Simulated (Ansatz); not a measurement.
Born–Oppenheimer molecular dynamics of F2GeH2O (6 atoms, charge 0, multiplicity 1). It starts from a relaxed structure.

The calculation used RKS LDA/def2-SVP (Ansatz 0.2.0).

```
ensemble                      : NVE (velocity Verlet)
time step                     : 0.5 fs
steps asked                   : 300
starting velocities drawn for : 300 K
seed                          : 318038
```

Frames 2.5 fs apart, positions in Å.

Velocities at 60.0 fs (Å/ps):

```
Ge 0.57 1.68 -1.54
O 0.01 -4.86 1.83
H 2.80 12.20 12.10
F -1.23 -0.28 1.90
H 5.45 -11.39 -3.03
F -1.38 -2.08 1.96
```

```xyz
6
Properties=species:S:1:pos:R:3 time_fs=60.0 energy_less_start_eV=0.073 T=160
Ge -0.162 0.101 -0.007
O -0.475 0.231 1.685
H -0.238 -0.469 2.271
F 1.522 -0.205 -0.268
H -0.727 1.375 -0.643
F -0.876 -1.290 -0.642
6
Properties=species:S:1:pos:R:3 time_fs=62.5 energy_less_start_eV=0.050 T=203
Ge -0.161 0.106 -0.010
O -0.476 0.222 1.688
H -0.217 -0.474 2.324
F 1.518 -0.206 -0.264
H -0.709 1.348 -0.655
F -0.880 -1.297 -0.638
6
Properties=species:S:1:pos:R:3 time_fs=65.0 energy_less_start_eV=0.078 T=150
Ge -0.158 0.110 -0.013
O -0.477 0.213 1.692
H -0.190 -0.486 2.359
F 1.514 -0.206 -0.259
H -0.692 1.340 -0.681
F -0.885 -1.305 -0.634
6
Properties=species:S:1:pos:R:3 time_fs=67.5 energy_less_start_eV=0.049 T=205
Ge -0.156 0.114 -0.016
O -0.478 0.202 1.699
H -0.175 -0.459 2.329
F 1.510 -0.205 -0.254
H -0.677 1.356 -0.721
F -0.891 -1.314 -0.632
6
Properties=species:S:1:pos:R:3 time_fs=70.0 energy_less_start_eV=0.064 T=177
Ge -0.154 0.118 -0.018
O -0.480 0.195 1.703
H -0.141 -0.464 2.300
F 1.506 -0.204 -0.250
H -0.660 1.377 -0.762
F -0.897 -1.323 -0.629
6
Properties=species:S:1:pos:R:3 time_fs=72.5 energy_less_start_eV=0.070 T=166
Ge -0.152 0.121 -0.019
O -0.483 0.192 1.703
H -0.080 -0.516 2.292
F 1.504 -0.203 -0.246
H -0.635 1.381 -0.788
F -0.902 -1.331 -0.626
6
Properties=species:S:1:pos:R:3 time_fs=75.0 energy_less_start_eV=0.054 T=197
Ge -0.151 0.124 -0.020
O -0.485 0.187 1.703
H -0.039 -0.532 2.233
F 1.503 -0.202 -0.243
H -0.602 1.365 -0.797
F -0.907 -1.337 -0.623
6
Properties=species:S:1:pos:R:3 time_fs=77.5 energy_less_start_eV=0.072 T=162
Ge -0.151 0.126 -0.020
O -0.486 0.182 1.703
H -0.016 -0.519 2.141
F 1.504 -0.202 -0.239
H -0.570 1.345 -0.796
F -0.910 -1.341 -0.620
6
Properties=species:S:1:pos:R:3 time_fs=80.0 energy_less_start_eV=0.070 T=166
Ge -0.152 0.127 -0.021
O -0.489 0.180 1.699
H 0.037 -0.553 2.083
F 1.507 -0.201 -0.236
H -0.549 1.341 -0.801
F -0.913 -1.342 -0.615
6
Properties=species:S:1:pos:R:3 time_fs=82.5 energy_less_start_eV=0.107 T=95
Ge -0.153 0.127 -0.021
O -0.490 0.178 1.693
H 0.084 -0.587 2.042
F 1.512 -0.201 -0.233
H -0.542 1.361 -0.816
F -0.914 -1.339 -0.610
6
Properties=species:S:1:pos:R:3 time_fs=85.0 energy_less_start_eV=0.091 T=124
Ge -0.155 0.126 -0.021
O -0.487 0.173 1.688
H 0.080 -0.563 1.997
F 1.517 -0.201 -0.230
H -0.544 1.385 -0.831
F -0.913 -1.335 -0.604
6
Properties=species:S:1:pos:R:3 time_fs=87.5 energy_less_start_eV=0.111 T=86
Ge -0.158 0.125 -0.022
O -0.484 0.168 1.681
H 0.073 -0.542 1.986
F 1.523 -0.201 -0.227
H -0.549 1.393 -0.833
F -0.912 -1.328 -0.598
```

Of the whole run (150 fs, mean temperature of the second half 146 K): The conserved energy stayed within 0.18 meV per atom of its start (net change 0.11 meV per atom), so the integration is sound. Over the second half the temperature averaged 0.49 of the 300 K drawn at the start: a run that starts near a minimum puts about half its kinetic energy into the potential. A run of 0.15 ps of so small a system gives no equilibrium averages.

Run time: 9.6 min on 1 thread of Arm Neoverse N1 (shared host), peak memory 0.14 GiB.
